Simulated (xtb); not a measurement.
HfI4, singlet, from a rough starting geometry (GFN-xTB shapes and energies of metal compounds can be far from the true ones).

Here is a job for xtb.
```
$ xtb mol.xyz --gfn 2 --opt vtight --json

# file mol.xyz
5

Hf     0.03672547    -0.00799316    -0.05476955
I      2.09653069    -0.67565289    -1.58716345
I      0.84165837     0.43651706     2.58375373
I     -1.24902763     2.30939493    -0.96857113
I     -1.86216614    -2.02040570    -0.03023094
```

Question: What is the computed HOMO-LUMO gap (GFN2-xTB in xtb)?

Answer: 3.45 eV

Question: Predict the dipole moment from GFN2-xTB.

Answer: 0.00 D

Question: What is the computed total energy at the end of the optimisation (GFN2-xTB)?

Answer: -17.0306 Eh
